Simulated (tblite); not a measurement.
Isomers of H9PSi3. Method: GFN2-xTB as coded in tblite; computed harmonic values from a numerical Hessian at the method's own geometry, unscaled. The method is semi-empirical: single wavenumbers can be off by several per cent or more. Modes of hydrogen on phosphorus and silicon can be 10 to 20 % off. One conformer each.

Electronic energies: GFN2-xTB at the same geometries; isomer energies are rough at this level and their order can be wrong.

```csv
SMILES,"electronic energy, lowest = 0 (kJ/mol)"
[SiH3][SiH2]P[SiH3],60.3
[SiH3]P([SiH3])[SiH3],0.0
[SiH3][SiH]([SiH3])P,120.7
```

Question: How do GFN2-xTB zero-point energies change the relative energies?

Answer: 
```csv
SMILES,ZPE (kJ/mol),of it from modes above 1550 cm⁻¹,electronic (kJ/mol),"with ZPE, lowest = 0 (kJ/mol)",lowest mode (cm⁻¹),rings
[SiH3]P([SiH3])[SiH3],193.3,121.3,0.0,0.0,81,0
[SiH3][SiH2]P[SiH3],193.2,120.8,60.3,60.2,14,0
[SiH3][SiH]([SiH3])P,192.5,121.0,120.7,119.9,31,0
```

The zero-point energies span 0.8 kJ/mol, from `[SiH3][SiH]([SiH3])P` to `[SiH3]P([SiH3])[SiH3]`. The order is unchanged.
